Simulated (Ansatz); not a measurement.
Level of theory: B3LYP-D3(BJ)/def2-TZVP in Ansatz (an electronic-structure program). No frequencies were computed at this level.

Ansatz 0.2 input:
```yaml
crystal:
  periodic: [false, false, false]
  atoms:
    - { symbol: N, position_ang: [1.596668, -0.179435, 0.091536] }
    - { symbol: C, position_ang: [0.486843, 0.077559, 0.170048] }
    - { symbol: O, position_ang: [-0.73829, 0.425007, 0.256225] }
    - { symbol: H, position_ang: [-1.345218, -0.323128, 0.306009] }
basis:
  gaussian: { orbitals: def2-tzvp }
hamiltonian:
  xc: b3lyp
  dispersion: d3bj
relax:
  max_steps: 150
```

Output:

```
Functional definition: B3LYP
530 factors; their error is unknown
mean field evaluation 1: about -4584.5211 eV, gradient 6.0e1 eV
mean field evaluation 2: about -4572.3385 eV, gradient 9.2e1 eV
mean field evaluation 4: about -4590.8181 eV, gradient 5.3e0 eV
mean field evaluation 8: about -4590.8710 eV, gradient 3.1e-1 eV
mean field evaluation 16: about -4590.8711 eV, gradient 4.5e-5 eV
mean field -4590.87111124 eV, -168.7114015340 hartree, gradient 4.5e-5 eV, S^2 0.000000; 0 other end points of the search recorded, 0 dependent functions left out
reference -4590.87127940 eV, -168.7114077135 hartree; 11, 11 occupied and 88, 88 virtual orbitals, 530 factors
relax step   1: F+E_penalty+E_count = -4590.94129215 eV  Δ(F+E_penalty+E_count) = +0.000e0 eV  max|allowed force component| = 1.429e0 eV/Å  Δτ_max = 0.0000 Å  (28 SCF iters, accepted)
these checks for a lower state are left out or cut short: starts, cluster_reference, orbital_swaps, neighbouring_geometries, increment
530 factors; their error is unknown
mean field -4590.88856079 eV, -168.7120427928 hartree, gradient 8.0e-6 eV, S^2 0.000000; 0 other end points of the search recorded, 0 dependent functions left out
reference -4590.88872937 eV, -168.7120489882 hartree; 11, 11 occupied and 88, 88 virtual orbitals, 530 factors
relax step   2: F+E_penalty+E_count = -4590.95857157 eV  Δ(F+E_penalty+E_count) = -1.728e-2 eV  max|allowed force component| = 3.586e-1 eV/Å  Δτ_max = 0.0130 Å  (35 SCF iters, accepted)
these checks for a lower state are left out or cut short: starts, cluster_reference, orbital_swaps, neighbouring_geometries, increment
530 factors; their error is unknown
mean field evaluation 32: about -4590.8912 eV, gradient 8.1e-6 eV
mean field -4590.89116158 eV, -168.7121383701 hartree, gradient 8.1e-6 eV, S^2 0.000000; 0 other end points of the search recorded, 0 dependent functions left out
reference -4590.89133024 eV, -168.7121445683 hartree; 11, 11 occupied and 88, 88 virtual orbitals, 530 factors
relax step   3: F+E_penalty+E_count = -4590.96114970 eV  Δ(F+E_penalty+E_count) = -2.578e-3 eV  max|allowed force component| = 1.498e-1 eV/Å  Δτ_max = 0.0062 Å  (35 SCF iters, accepted)
these checks for a lower state are left out or cut short: starts, cluster_reference, orbital_swaps, neighbouring_geometries, increment
530 factors; their error is unknown
mean field -4590.89205175 eV, -168.7121710836 hartree, gradient 8.1e-6 eV, S^2 0.000000; 0 other end points of the search recorded, 0 dependent functions left out
reference -4590.89222044 eV, -168.7121772826 hartree; 11, 11 occupied and 88, 88 virtual orbitals, 530 factors
relax step   4: F+E_penalty+E_count = -4590.96207366 eV  Δ(F+E_penalty+E_count) = -9.240e-4 eV  max|allowed force component| = 5.208e-2 eV/Å  Δτ_max = 0.0066 Å  (35 SCF iters, accepted)
these checks for a lower state are left out or cut short: starts, cluster_reference, orbital_swaps, neighbouring_geometries, increment
530 factors; their error is unknown
mean field -4590.89213481 eV, -168.7121741359 hartree, gradient 8.1e-6 eV, S^2 0.000000; 0 other end points of the search recorded, 0 dependent functions left out
reference -4590.89230348 eV, -168.7121803342 hartree; 11, 11 occupied and 88, 88 virtual orbitals, 530 factors
relax step   5: F+E_penalty+E_count = -4590.96218191 eV  Δ(F+E_penalty+E_count) = -1.082e-4 eV  max|allowed force component| = 9.014e-3 eV/Å  Δτ_max = 0.0029 Å  (36 SCF iters, accepted)
530 factors; their error is unknown
mean field evaluation 64: about -4590.8921 eV, gradient 2.3e-2 eV
mean field -4590.89213481 eV, -168.7121741359 hartree, gradient 8.1e-6 eV, S^2 0.000000; 1 other end points of the search recorded, 0 dependent functions left out
reference -4590.89230348 eV, -168.7121803342 hartree; 11, 11 occupied and 88, 88 virtual orbitals, 530 factors
Total energy: -4590.96235057 eV, -168.7147545175 hartree
Atom 0 at     1.607103    -0.185167     0.090823 Å, force    -0.009014     0.006325     0.000605 eV/Å
Atom 1 at     0.486374     0.075793     0.170096 Å, force    -0.000324    -0.007362     0.000080 eV/Å
Atom 2 at    -0.754543     0.440412     0.257285 Å, force     0.008710     0.000131    -0.000633 eV/Å
Atom 3 at    -1.338931    -0.331034     0.305614 Å, force     0.000628     0.000906    -0.000053 eV/Å
Dipole moment:    -0.817432    -0.155433     0.060484 e Å
```

Cost: about 10 core-seconds (a rough figure).
